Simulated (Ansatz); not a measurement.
ZnO, closed-shell singlet (the spin of the measured ground state), most abundant isotopes (63.9291 and 15.9949 u). Constants from fifth-degree fits in 1/R to seven points on the lowest solution found; no spin–orbit coupling, no relativity up to Kr; ω_e x_e and α_e move by some per cent with the fit.

Correlated levels freeze the inner cores; with def2 sets outer-core shells near the valence are correlated too.

Run with Ansatz (Gaussian orbitals). 

Total energies (hartree; each atom in its lowest state at that level) and vibrational constants (cm⁻¹):

```tsv
level	E(ZnO) at r_e	E(Zn)	E(O)	ω_e	ω_e x_e
PBE/def2-TZVPP	-1854.210236	-1779.129864	-75.009672	747	4.6
B3LYP/def2-TZVPP	-1854.593474	-1779.452782	-75.096275	730	5.1
wB97M-V/def2-TZVPP	-1854.417254	-1779.297505	-75.077171	761	5.3
CCSD(T)/def2-QZVPP	-1853.703545	-1778.651500	-74.994067	745	6.1
```

### Question
Work out D_e and D₀ in eV.

### Answer

D_e = E(Zn) + E(O) − E(molecule), times 27.2114 eV; D₀ = D_e − (ω_e/2 − ω_e x_e/4)/8065.54.
- PBE/def2-TZVPP: D_e = 1.924, zero point 0.046, D₀ = 1.878 eV
- B3LYP/def2-TZVPP: D_e = 1.209, zero point 0.045, D₀ = 1.164 eV
- wB97M-V/def2-TZVPP: D_e = 1.159, zero point 0.047, D₀ = 1.112 eV
- CCSD(T)/def2-QZVPP: D_e = 1.578, zero point 0.046, D₀ = 1.532 eV
No counterpoise correction is made.

Doubts at one or more of the structures used: a restricted determinant that unrestricted orbitals would lower (CCSD(T)/def2-QZVPP).

Ansatz is a program for electronic structure.
